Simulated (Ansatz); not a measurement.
The cluster Ta₂O₇H₄. The state is a singlet with charge 0. Geometry PBE-D4/def2-SVP.

```xyz
13

Ta   -0.343   -1.303   -0.544
Ta    0.715    1.685   -0.327
O     0.878   -2.034    0.471
O     0.693    0.086   -1.435
O    -1.091   -2.594   -1.750
O    -1.476    0.324    0.058
O     0.520    1.227    1.577
O     2.259    2.460   -0.501
O    -1.421   -0.556    1.253
H    -0.863   -3.531   -1.889
H    -0.724   -0.039    1.783
H    -0.395    2.962   -0.919
H     1.248    1.312    2.222
```

In the def2 sets Ta takes a core potential; there is no spin–orbit coupling. HSE06 is defined as in plane-wave codes, on full-range PBE exchange. The structure holds one bond between oxygen atoms, so isomers without such links may lie far lower. The structure comes from a short search, and lower isomers may exist.

Problem. Estimate the orbital energies around the gap (eV) in Ansatz with PBE-D4/def2-TZVPD, PBE0-D4/def2-SVP, PBE0-D4/def2-TZVPD, HSE06-D4/def2-TZVPD, ωB97M-V/def2-TZVP.

Solution. 
| orbital | PBE-D4/def2-TZVPD | PBE0-D4/def2-SVP | PBE0-D4/def2-TZVPD | HSE06-D4/def2-TZVPD | ωB97M-V/def2-TZVP |
| --- | --- | --- | --- | --- | --- |
| HOMO−9 | -9.16 | -10.87 | -10.88 | -10.46 | -13.38 |
| HOMO−8 | -8.78 | -10.41 | -10.46 | -10.05 | -12.94 |
| HOMO−7 | -8.62 | -10.33 | -10.32 | -9.91 | -12.78 |
| HOMO−6 | -8.29 | -9.93 | -9.91 | -9.50 | -12.32 |
| HOMO−5 | -8.24 | -9.83 | -9.74 | -9.33 | -12.16 |
| HOMO−4 | -8.16 | -9.79 | -9.73 | -9.32 | -12.12 |
| HOMO−3 | -7.75 | -9.39 | -9.37 | -8.97 | -11.75 |
| HOMO−2 | -7.64 | -9.17 | -9.17 | -8.76 | -11.56 |
| HOMO−1 | -7.54 | -8.99 | -9.03 | -8.62 | -11.40 |
| HOMO | -7.22 | -8.83 | -8.81 | -8.40 | -11.16 |
| LUMO | -3.08 | -2.16 | -2.17 | -2.55 | -0.15 |
| LUMO+1 | -2.94 | -1.89 | -1.91 | -2.29 | 0.19 |
| LUMO+2 | -2.75 | -1.59 | -1.71 | -2.10 | 0.52 |
| LUMO+3 | -2.06 | -1.20 | -1.19 | -1.57 | 0.75 |
| LUMO+4 | -1.86 | -0.84 | -1.00 | -1.36 | 1.00 |
| LUMO+5 | -1.41 | -0.41 | -0.60 | -0.95 | 1.36 |
